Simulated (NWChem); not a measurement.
## Excited singlets of silene (CH$_{4}$Si) by symmetry

```xyz
6

C      0.0000     0.0000     1.1569
Si     0.0000     0.0000    -0.5507
H      0.9266     0.0000     1.7379
H     -0.9266     0.0000     1.7379
H     -1.2496     0.0000    -1.3539
H      1.2496     0.0000    -1.3539
```
Charge 0, spin multiplicity 1.

All runs are NWChem calculations. Structure: optimised with PBE0/def2-SVP, a minimum by its harmonic frequencies.

Basis set: def2-SVPD. Symmetry labels belong to the abelian group C2v used in the runs, with the axes of the coordinates shown. Entries are the lowest vertical excitation energy of each symmetry in eV (for CIS and TDDFT among the lowest few roots); a state of one symmetry need not have the same character in every method. Symmetries that some method's roots don't reach, or where a double excitation leads the EOM-CCSD root, are left out.

The correlated methods keep 6 core orbitals frozen. B3LYP has NWChem's definition, with VWN1-RPA local correlation. Coupled-cluster values serve here as a point of comparison, not as the truth.

```csv
method,a1,b2
CIS,5.57,6.09
TD-PBE,5.10,5.74
TD-B3LYP,?,?
TD-BHandHLYP,5.16,5.98
EOM-CCSD,5.43,6.16
```

Q: Some entries are withheld; supply them.

A: 
- TD-B3LYP, a1: 5.11
- TD-B3LYP, b2: 5.83
